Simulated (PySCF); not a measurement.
SMILES O=C1CCC[N]1, doublet (PBE0/def2-SVP optimised geometry):

```
12

O     -2.243     0.481     0.030
C     -1.069     0.174     0.000
C      0.117     1.131    -0.014
C      1.277     0.239    -0.433
C      0.783    -1.154     0.000
N     -0.644    -1.154     0.000
H      0.243     1.524     1.010
H     -0.081     1.993    -0.666
H      1.405     0.261    -1.527
H      2.243     0.510     0.016
H      1.101    -1.391     1.040
H      1.166    -1.993    -0.606
```

Method: unrestricted PBE0/def2-TZVP in PySCF.

What are the frontier orbital energies (α orbitals alone; a β orbital can be the lowest empty one) and the dipole moment?

HOMO-2 -8.88 eV, HOMO-1 -8.28 eV, HOMO -7.81 eV, LUMO 0.07 eV, LUMO+1 0.82 eV; dipole moment 4.39 D.

On the same geometry unrestricted PBE/def2-TZVP (PySCF) gives HOMO-2 -7.16 eV, HOMO-1 -6.72 eV, HOMO -6.15 eV, LUMO -1.02 eV, LUMO+1 0.02 eV; dipole moment 4.33 D.

Meta-Löwdin charges at PBE0/def2-TZVP: O1 -0.37, C2 0.40, C3 -0.27, C4 -0.22, C5 -0.12, N6 -0.19, H7 0.13, H8 0.14, H9 0.12, H10 0.12, H11 0.14, H12 0.14.
